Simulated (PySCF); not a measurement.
## Al (aluminium, neutral) across methods

[Ne] 3s1 3p1 4s1, high-spin 4P determinant (an excited configuration). All numbers are calculated (PySCF 2.14, no relativity, point nucleus, in aug-cc-pV(T+d)Z (6s5p4d2f, 55 functions)). The B2PLYP total includes its PT2 part (frozen core); its orbital energies are those of the SCF part.

| method | E (hartree) | mean ε 3s α (eV) | mean ε 3p α (eV) | mean ε 4s α (eV) | Σ⟨r²⟩ (bohr²) | ⟨S²⟩ |
| --- | --- | --- | --- | --- | --- | --- |
| wB97M-V | -242.0697 | -15.311 | -8.675 | -2.880 | 69.15 | 3.750 |
| r2SCAN | -242.0655 | -12.282 | -6.613 | -1.745 | 71.18 | 3.750 |
| UHF | -241.64352 | -16.545 | -9.956 | -2.744 | 72.22 | 3.750 |
| revPBE | -242.0436 | -11.907 | -6.379 | -1.784 | 70.96 | 3.750 |
| TPSS | -242.1062 | -11.995 | -6.448 | -1.738 | 71.19 | 3.750 |
| PBE0 | -241.9791 | -13.205 | -7.343 | -2.092 | 70.99 | 3.750 |
| B2PLYP | -241.9717 | -14.350 | -8.140 | -2.203 | 71.30 | 3.750 |
| PBE | -241.9545 | -11.947 | -6.363 | -1.786 | 70.55 | 3.750 |

Question: Estimate the same row for LDA.

Answer: E (hartree) = -241.0334; mean ε 3s α (eV) = -12.038; mean ε 3p α (eV) = -6.280; mean ε 4s α (eV) = -1.807; Σ⟨r²⟩ (bohr²) = 69.68; ⟨S²⟩ = 3.750.

The outer electron is Rydberg-like, and this basis confines it to a smaller radius and binds it less than a complete one would.
